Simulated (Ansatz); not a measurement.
ClFGeH2S, SMILES `[F][GeH]([SH])[Cl]`. The species carries charge 0 and has multiplicity 1. The geometry is a stationary point of PBE0-D4/def2-TZVP. It is one conformer, not always the lowest.

```xyz
6

F    -0.165   -1.191    1.410
Ge    0.143   -0.488   -0.139
S    -1.335    1.075   -0.544
Cl    2.106    0.326    0.040
H     0.097   -1.601   -1.183
H    -0.845    1.879    0.416
```

(1) What is the dipole moment at PBE/def2-TZVPP? (Estimate.)

(2) And with r2SCAN, B3LYP, ωB97M-V? (Estimate.)

(3) Give the Mulliken charges with PBE, r2SCAN, B3LYP in def2-TZVPP. (Best estimate.)

## Answers

(1) Ansatz gave: 1.34 D, with components (-0.48, 0.40, -1.18) D in this frame, pointing from negative to positive charge.

(2) Ansatz gave: r2SCAN 1.38 D, B3LYP 1.47 D, ωB97M-V 1.46 D.

(3) The calculation gave: 
| atom | PBE | r2SCAN | B3LYP |
| --- | --- | --- | --- |
| F1 | -0.32 | -0.36 | -0.36 |
| Ge2 | 0.68 | 0.77 | 0.74 |
| S3 | -0.26 | -0.27 | -0.26 |
| Cl4 | -0.26 | -0.28 | -0.27 |
| H5 | 0.02 | 0.02 | 0.02 |
| H6 | 0.13 | 0.13 | 0.13 |

B3LYP here is the variant with VWN-RPA as its local correlation; programs differ in this.
